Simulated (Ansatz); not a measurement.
This geometry of AlF$_{3}$H$_{2}$O (7 atoms, charge 0, multiplicity 1) is a first-order saddle point.

Theory: Ansatz, RHF/6-31G*.

```xyz
7
Properties=species:S:1:pos:R:3
Al -0.001 0.197 0.069
O -0.081 0.018 1.841
H -0.742 -0.426 2.353
F 1.399 -0.192 -0.665
F -1.412 -0.029 -0.719
F 0.099 1.931 0.740
H -0.023 1.360 1.622
```

Question: Which two structures does it join? (They come from a converged band through this point; their orientation in space is the band's.)

Answer: Bonds broken: F6–H7. Bonds formed: O2–H7.

Image 0:

```xyz
7
Properties=species:S:1:pos:R:3
Al -0.072 0.107 0.150
O -0.252 -0.046 1.851
H -0.541 -0.779 2.367
F 1.350 -0.285 -0.551
F -1.401 0.071 -0.801
F 0.142 1.983 0.655
H 0.014 1.808 1.570
```

Image 8:

```xyz
7
Properties=species:S:1:pos:R:3
Al 0.048 0.481 -0.080
O -0.065 0.154 1.849
H -0.835 -0.346 2.108
F 1.401 -0.289 -0.583
F -1.395 -0.212 -0.456
F 0.109 2.121 0.029
H -0.025 0.949 2.374
```

Question: How far does it lie above each of them?

Answer: 2.4 kcal/mol above the first and 31.3 kcal/mol above the second. This is the barrier of this one path; another mechanism may lie lower. The orbitals stay closed-shell, which can raise the energy where a bond breaks towards radicals; this wasn't checked here.

The run took 78 s on 1 thread of Arm Neoverse V2, with other jobs on the host, peak memory 0.14 GiB.
